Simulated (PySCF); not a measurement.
Species: C₆H₉N₂ (doublet state).
Geometry (GFN2-xTB, Å), atoms numbered from 1 in this order:
```xyz
17
C6H9N2 angstrom
C     -1.4535   -0.7478   -1.0720
C     -0.9229    0.3458   -0.1296
C     -1.5547    0.2656    1.2540
C      0.5479    0.2615   -0.0746
N      1.2638    0.0554    1.0586
C      2.5203    0.0362    0.6672
C      2.5561    0.2423   -0.7603
N      1.3227    0.3746   -1.1911
H     -1.2508   -1.7287   -0.6493
H     -0.9640   -0.6744   -2.0391
H     -2.5262   -0.6345   -1.2041
H     -1.1666    1.3111   -0.5961
H     -1.1878    1.0703    1.8850
H     -2.6369    0.3401    1.1778
H     -1.2976   -0.6774    1.7290
H      3.3365   -0.1137    1.3467
H      3.4067    0.2857   -1.4121
```

The geometry is computed with GFN2-xTB (gas phase). This method treats the open shell by occupation alone, without spin polarisation.

Masses are those of the commonest isotopes; rigid-rotor values at the optimised geometry. The values belong to one conformer with, in the numbering `[CH3:1][CH:2]([CH3:3])[C:4]1=[N:5][CH:6]=[CH:7][N:8]1`, C1–C2–C4–N5 -121°.

What are A, B and C (MHz)?

Ia = 116.07, Ib = 306.42, Ic = 389.57 u·Å²; 505379 MHz·u·Å²/I gives A = 4354, B = 1649, C = 1297 MHz.

What kind of rotor is it?

An asymmetric top; Ray's κ = -0.770.

Is it planar, by Δ = Ic − Ia − Ib?

Not planar: Δ = Ic − Ia − Ib = -32.92 u·Å². For a rigid frame Δ = −2 Σ m c², so Σ m c² = 16.46 u·Å² lies off the ab plane: 6.79 from hydrogen and 9.67 from heavier atoms. The atom farthest from that plane is 1.60 Å away.

List the rotational levels J(Ka,Kc) to J = 2 (K).

Above 0(0,0), as E/k:
J = 1: 1(0,1) 0.141, 1(1,1) 0.271, 1(1,0) 0.288
J = 2: 2(0,2) 0.423, 2(1,2) 0.537, 2(1,1) 0.588, 2(2,1) 0.977, 2(2,0) 0.979
Those of J = 1 are B + C, A + C and A + B.

Estimate the classical rotational partition function at 10 K, 50 K and 500 K.

Point group C1, symmetry number σ = 1; q = (√π/σ)·√((kT/h)³/(ABC)), k/h = 20836.6 MHz/K: 1750 at 10 K, 19500 at 50 K, 618000 at 500 K.

For this open shell read J as N, the rotation without spin; fine and hyperfine splittings come on top. Stationary, but not proved a minimum. These are rigid-rotor constants of the computed structure; measured ground-state constants (B0) also hold zero-point vibration.
